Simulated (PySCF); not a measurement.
SnH3Cl, SMILES [Cl][SnH3]. Atoms are numbered in the order given.

```xyz
5

Sn     0.0000     0.0000     0.5521
Cl     0.0000     0.0000    -1.8043
H     -1.4188    -0.8191     1.0225
H      0.0000     1.6382     1.0225
H      1.4188    -0.8191     1.0225
```
Charge 0, spin multiplicity 1.

The structure is a stationary point at B3LYP-D3(BJ)/def2-TZVP. The def2 effective core potentials stand for the cores of Sn; spin–orbit coupling is left out.

Level of theory: B3LYP-D3(BJ)/def2-TZVP run with PySCF.

Frequencies are harmonic and unscaled.

Modes within 1.5 cm⁻¹ of each other (mostly degenerate sets) share a row, with their intensities summed.

**Question.** List the normal modes with their intensities. (Estimate from the structure and the level; the computed values follow.)

**Answer.** 
```tsv
mode	ν (cm⁻¹)	IR (km/mol)	Raman (Å⁴/amu)	depolarisation	moving atoms (share of kinetic energy)
1	358	52.9	7.8	0.25	Cl 77 %, Sn 23 %
2–3	483	42.7	27.2	0.75	H 96 %
4	697	188.1	13.0	0.48	H 98 %
5–6	701	145.2	52.6	0.75	H 99 %
7	1944	47.3	390.6	0.02	H 100 %
8–9	1955	299.8	224.3	0.75	H 99 %
```
